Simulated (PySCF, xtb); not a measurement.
CH3Li, SMILES [Li][CH3] (connectivity only; charge and spin as stated), charge +1, multiplicity 2.

Harmonic wavenumbers (cm⁻¹) from GFN2-xTB run with xtb 6.7.1 at its own minimum, in rising order: 292, 309, 310, 923, 1311, 1311, 3006, 3074, 3074.

### Question
What does PBE-D3(BJ)/def2-TZVPD run with PySCF 2.14.0 give at its own minimum? (Estimate from the structure and the level; the computed values follow.)

### Answer
229, 229, 303, 881, 1349, 1349, 2997, 3170, 3170. Paired by order, the mean absolute difference is 52 cm⁻¹ and the zero-point energies are 19.5 and 19.6 kcal/mol.
